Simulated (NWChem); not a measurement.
System: C₂H₆O₂Si; SMILES O([SiH3])C(C)=O

Input file for NWChem:

```
start job
memory heap 200 mb stack 900 mb global 1100 mb
geometry units angstroms noautosym nocenter noautoz
  Si     0.019585     1.728714    -0.001038
  O      0.786859     0.166909     0.001054
  C     -0.077315    -0.878988     0.001162
  C      0.621393    -2.213718     0.001971
  O     -1.285440    -0.706566     0.000472
  H     -0.793216     1.926121     1.240896
  H      1.198989     2.652282    -0.001903
  H     -0.792690     1.923056    -1.243791
  H     -0.121660    -3.029252     0.003972
  H      1.279067    -2.292015     0.890461
  H      1.276176    -2.294240    -0.888487
end
basis spherical
  * library 6-31+g*
end
dft
  xc b3lyp
  iterations 150
end
property
  response 1 0.0
end
task dft property
```

All runs use the structure optimised with PBE-D3(BJ)/def2-SVP.

Static field.

Question: What results follow from this input? (B3LYP/6-31+G* (spherical d).) Quantities: isotropic polarisability (bohr³); anisotropy (bohr³).

Answer: 
- isotropic polarisability (bohr³): 54.1
- anisotropy (bohr³): 15.5
